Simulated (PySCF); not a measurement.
# Nuclear quadrupole coupling in `ClC(Cl)(Cl)[SiH]1N[SiH2]N1`

Species: CH₅Cl₃N₂Si₂.
Numbering: `[Cl:1][C:2]([Cl:3])([Cl:4])[SiH:5]1[NH:6][SiH2:7][NH:8]1` (hydrogens: H9 on Si5; H10 on N6; H11, H12 on Si7; H13 on N8)

Cartesian coordinates in Å at the GFN2-xTB level; atoms count from 1:
```xyz
13
CH5Cl3N2Si2 angstrom
Cl     2.945   -0.880   -1.168
C      2.014    0.146   -0.060
Cl     2.080   -0.557    1.556
Cl     2.773    1.748   -0.018
Si     0.203    0.315   -0.710
N     -0.867    1.016    0.448
Si    -1.916   -0.376    0.608
N     -0.740   -1.109   -0.461
H      0.296    0.892   -2.042
H     -0.933    1.946    0.814
H     -3.209   -0.181   -0.033
H     -1.942   -0.950    1.945
H     -0.706   -2.011   -0.897
```

Field gradients from the PBE0/pcSseg-1 density (PySCF, non-relativistic), principal values in atomic units, ordered |Vxx| ≤ |Vyy| ≤ |Vzz|:

```csv
atom,Vxx,Vyy,Vzz
Cl1,-1.9803,-2.1277,4.1080
Cl3,-2.1274,-2.1376,4.2650
Cl4,-1.9783,-2.1267,4.1049
N6,0.2992,0.4844,-0.7835
N8,0.2989,0.4842,-0.7831
```

**Question.** Find the asymmetry η = (Vxx − Vyy)/Vzz and the couplings χ = eQV/h (234.96 MHz × Q in barn × V in au), with Q(35Cl) = −0.0817 b, Q(14N) = 0.02044 b.

**Answer.** 
```tsv
atom	environment	nucleus	η	χzz (MHz)	χxx (MHz)	χyy (MHz)
Cl1	chlorine of a CCl3 group	35Cl	0.04	-78.86	38.01	40.85
Cl3	chlorine of a CCl3 group	35Cl	0.00	-81.87	40.84	41.04
Cl4	chlorine of a CCl3 group	35Cl	0.04	-78.80	37.98	40.82
N6	nitrogen bridging silicon atoms	14N	0.24	-3.763	1.437	2.326
N8	nitrogen bridging silicon atoms	14N	0.24	-3.761	1.436	2.325
```

The gradient is axial or nearly so (η below 0.05) at Cl1, Cl3 and Cl4. The tensor is traceless: Vxx + Vyy + Vzz = 0.

**Question.** What is Vzz at N6 in SI units (1 au = 9.71736 × 10²¹ V/m²)?

**Answer.** -0.7835 au = -7.614 × 10²¹ V/m².

**Question.** And the gradient at the other heavy atoms, for which no coupling is worked out here?

**Answer.** 
```json
{"atom": "C2", "environment": "CCl3 carbon", "Vzz (au)": "-0.504", "η": "0.06"}
{"atom": "Si5", "environment": "SiH silicon", "Vzz (au)": "-0.497", "η": "0.50"}
{"atom": "Si7", "environment": "SiH2 silicon", "Vzz (au)": "0.618", "η": "0.55"}
```

Were the hydrogens deuterons (Q(2H) = 0.00286 b), χzz would run from 110 kHz (H11, H9 and H12) to 303 kHz (H10 and H13).

Isolated species at its GFN2-xTB geometry, gas phase. GFN2-xTB bond lengths can be off by several hundredths of an ångström, more for odd bonds, and the gradients follow them. The basis is small and wasn't made for field gradients, so the couplings can be 20 % off.

These values come from a run that also computed NMR shieldings. Time: 41 s; peak memory 0.82 GiB. Hardware: Intel Xeon, one thread, shared host with 64 logical CPUs at a one-minute load of 62.
